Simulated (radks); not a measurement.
Radial electron density D(r) = 4 pi r^2 rho(r) of an atom or ion with 31 electrons. Calculated with a radial shooting solver on a logarithmic mesh with Libxc functionals: Dirac Kohn-Sham, exchange-only PBE, spin-unpolarised, spherical densities, finite nucleus; Fermi nuclear charge, rms radius of each element as measured or else 0.836 A^(1/3) + 0.57 fm.

| r (bohr) | D(r) (e/bohr) |
|---|---|
| 0.00282 | 2.891 |
| 0.003701 | 4.600 |
| 0.004858 | 7.177 |
| 0.006377 | 10.92 |
| 0.008303 | 15.90 |
| 0.0109 | 22.45 |
| 0.01431 | 29.99 |
| 0.01878 | 37.31 |
| 0.02445 | 42.34 |
| 0.03209 | 43.51 |
| 0.04212 | 40.45 |
| 0.05529 | 36.41 |
| 0.072 | 36.82 |
| 0.0945 | 43.87 |
| 0.124 | 51.12 |
| 0.1628 | 48.06 |
| 0.212 | 35.68 |
| 0.2783 | 27.65 |
| 0.3653 | 31.48 |
| 0.4794 | 33.79 |
| 0.6243 | 24.64 |
| 0.8195 | 12.03 |
| 1.076 | 5.787 |
| 1.412 | 3.946 |
| 1.838 | 2.262 |
| 2.413 | 0.7030 |
| 3.167 | 0.1011 |
| 4.157 | 0.005360 |

What is the nuclear charge?

Answer. Z = 35. The innermost maximum, from 1s, lies near gamma/Z bohr with gamma = sqrt(1 - (Z/c)^2) = 0.967, here 0.0276 bohr (found: 0.0301), and its height grows with Z. The density is that of the bromine ion Br4+ in [Ar] 3d9 4s2 4p2; the configuration itself is not fixed sharply by these data, and Z only to about a unit. D(r) has 3 maxima, at r = 0.0301, 0.133, 0.446 bohr, and minima at 0.0623, 0.285 bohr, inside which lie 2.08, 10.99 electrons.
